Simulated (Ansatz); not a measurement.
Reactions of CH6BFSSi, SMILES `CSB(F)[SiH3]`.

Gas-phase electronic energies from Ansatz, PBE0-D4/def2-TZVP geometries. CBS: MP2 limit from def2 TZ/QZ plus the TZ coupled-cluster correction, frozen cores. This one scheme is used for every species, atoms too. DFT in def2-TZVPP. Open shells (•) are unrestricted, without spin–orbit coupling. Spin–orbit coupling would lower the free atoms: a little for B, C, F, S, Si. For Br, Se outer-core shells are correlated without core-valence functions, so the limit isn't a true one: a few kJ/mol of doubt a bond, and 10 to 20 or more in all where bonds break to atoms. Scalar relativity is left out up to krypton. One conformer a species, not always the lowest.

| reaction | PBE0-D4 (kcal/mol) |
| --- | --- |
| `CSB(F)[SiH3]` + H–F → `FB(F)[SiH3]` + CH₃SH | -15.7 |
| `CSB(F)[SiH3]` → `C[SiH2]B(F)S` | -11.6 |
| `CSB(F)[SiH3]` + H₂O → `CSB(O)F` + SiH₄ | -33.7 |
| `CSB(F)[SiH3]` + `C#CBO` → `OBB(F)[SiH3]` + `C#CSC` | 47.2 |
| `CSB(F)[SiH3]` + HCl → `CSB(F)Cl` + SiH₄ | -24.1 |
| `CSB(F)[SiH3]` → `FC[SiH2]BS` | 43.8 |
| `CSB(F)[SiH3]` + `CNC[SeH]` → `CNB(F)[SiH3]` + `CSC[SeH]` | -19.0 |
| `CSB(F)[SiH3]` + HBr → `FB([SiH3])Br` + CH₃SH | 0.5 |
| `CSB(F)[SiH3]` → B• + C• + F• + 6 H• + S• + Si• | 933.0 |
| `CSB(F)[SiH3]` → `C[SiH](F)BS` | -13.5 |

Give the CCSD(T)/CBS values in the same order. (Best estimate.)

Ansatz gave: -16.4, -12.0, -34.5, 48.9, -24.6, 44.3, -19.6, -0.7, 930.2, -16.0 kcal/mol.

Largest T1 diagnostic: 0.015, for `OBB(F)[SiH3]`.
